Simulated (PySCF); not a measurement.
## Assigning NMR signals

Bonds (- single, = double, # triple, : aromatic): N1#C2 1.145 Å, C2-C3 1.408 Å, C3:C4 1.380 Å, C4:O5 1.322 Å, O5:C6 1.354 Å, C6-C7 1.452 Å, C7=O8 1.181 Å, C7-F9 1.367 Å, C6:C10 1.376 Å, C10:C3 1.416 Å. C4 carries H11; C10 carries H12.

Non-relativistic Hamiltonian, a single conformation, in vacuum. PBE0/pcSseg-1 with gauge-including orbitals; GFN2-xTB geometry; PySCF 2.14.0 with density-fitted response routines.

References, each an isolated molecule treated in the same way: TMS for ¹³C (186.93 ppm), ¹H (31.72 ppm).

Q: Assign these signals to the numbered atoms. ¹³C{¹H} NMR (computed): δ 162.1 (CH), 154.8 (C), 146.8 (C), 135.8 (CH), 115.8 (C), 108.1 (C).

A: 
| δ (ppm) | atoms | environment | reason |
| --- | --- | --- | --- |
| 162.1 | C4 | aromatic CH next to the ring oxygen | – |
| 154.8 | C7 | carbonyl carbon | – |
| 146.8 | C6 | substituted aromatic carbon next to the ring oxygen | – |
| 135.8 | C10 | aromatic CH | the aromatic region |
| 115.8 | C2 | nitrile carbon | C≡N carbons fall here, among the sp2 signals but without a proton |
| 108.1 | C3 | substituted aromatic carbon | – |

Q: Assign these signals to the numbered atoms. ¹H NMR (300 MHz, computed): δ 8.14 (m, 1H), 7.84 (m, 1H).

A: 
| δ (ppm) | atoms | environment | reason |
| --- | --- | --- | --- |
| 8.14 | H11 | hydrogen on an aromatic CH next to the ring oxygen | ring-current deshielding |
| 7.84 | H12 | hydrogen on an aromatic CH | ring current plus the deshielding of an ortho carbonyl group |

Splittings by ¹⁹F in the carbon and heteronuclear signals aren't shown, as no couplings were computed. Shifts are as computed. Against solution values, carbons near 30 ppm lie about +3 ppm off and those near 130 ppm about +5 ppm. Of 1211 compounds with measured shifts, 218 miss one by over three times the rms of a fit or turn the order of signals round; such compounds aren't used in these exercises. Multiplicities follow the n + 1 count of equivalent neighbours, as no J values were calculated; m marks all less simple cases, F and P coupling included.
